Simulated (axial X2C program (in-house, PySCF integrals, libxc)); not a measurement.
VN: properties at the nuclei

Computed with an in-house all-electron X2C program for linear molecules (integrals from PySCF): two-component X2C with atomic mean-field Coulomb and Gaunt terms, Gaussian nuclei, basis V dyall-cv3z, N dyall-av3z with contracted cores.

R = 1.529 Å (near the PBE0 minimum at charge 0 of the determinant lowest at the starting distance; the state shown can have its own minimum elsewhere).

Determinant lowest in the PBE0 search, Ω = 1 (⟨Sz⟩ = -1.00, ⟨Lz⟩ = 2.00 at PBE0), spin on the atoms V -1.24, N 0.24:

```tsv
level	Eeff magnitude (GV/cm)	Ws magnitude V (kHz)	A∥/gI V (MHz)	qzz V (a.u.)	A∥/gI N (MHz)	qzz N (a.u.)	μ (D)
PBE0	0.539	0.207	-400	-1.24	-15.3	-0.36	-3.26
HF	1.19	0.459	238	-1.46	22.2	-0.12	-1.71
LDA	0.432	0.166	-541	-1.54	-21.4	-0.41	-3.14
PBE	0.45	0.173	-464	-1.49	-17.8	-0.39	-3.09
B3LYP	0.505	0.193	-480	-1.32	-17.1	-0.36	-3.33
```

Determinant 0.04 eV from it at PBE0 and this distance, Ω = 3 (⟨Sz⟩ = 1.00, ⟨Lz⟩ = 2.00 at PBE0), spin on the atoms V 1.24, N -0.24:

| level | Eeff magnitude (GV/cm) | Ws magnitude V (kHz) | A∥/gI V (MHz) | qzz V (a.u.) | A∥/gI N (MHz) | qzz N (a.u.) | μ (D) |
| --- | --- | --- | --- | --- | --- | --- | --- |
| PBE0 | 0.538 | 0.0687 | 446 | -1.25 | 6.58 | -0.36 | -3.26 |
| HF | 1.19 | 0.153 | 276 | -1.47 | -60.1 | -0.12 | -1.71 |
| LDA | 0.43 | 0.0553 | 489 | -1.55 | 11.6 | -0.41 | -3.14 |
| PBE | 0.448 | 0.0576 | 460 | -1.50 | 10.5 | -0.39 | -3.08 |
| B3LYP | 0.503 | 0.0643 | 473 | -1.33 | 7.88 | -0.36 | -3.33 |

Eeff is the effective electric field on the electron electric dipole moment in this Ω state and Ws the scalar–pseudoscalar constant of the nucleus named (defined with the proton number Z and per Ω); A∥ (defined per Ω) follows by multiplying with gI = μI/(I μN); qzz is the electric field gradient, eQq0 = 234.96 MHz × Q/barn × qzz; μ is positive if the N end (last atom) is positive. The operators were transformed with the bare-nucleus X2C matrices; with these basis sets, hyperfine constants and field gradients can be off by tens of per cent, and where levels differ in sign neither size nor sign is settled.

(1) With Q(51V) = -0.052 barn (Q from Pyykkö, Mol. Phys. 2018), turn the PBE0 values of the first state into constants in MHz.

Each state is one determinant with collinear spin, which with several unpaired electrons need not be a pure state. Unrestricted Hartree–Fock can overshoot spin polarisation at the nuclei. With several open shells hyperfine constants can be off by a factor of several. Where Eeff spreads by more than a factor of two the levels disagree and none is to be relied on. Open-shell Ω = 0 determinants with evenly filled partner blocks cannot be reached by this program, so the Ω shown need not be the lowest component. States lie within half an eV, so the first need not be the ground state. Further determinants of the search, some of them spin-mixed, are not shown. Where a field gradient or hyperfine factor spreads by more than a factor of two over the levels, a constant derived from it is not to be relied on. PBE0 term energies can be off by some tenths of an eV.

Results:

(1) eQq0(51V) = 234.96 × (-0.052) × (-1.24) = 15.2 MHz.
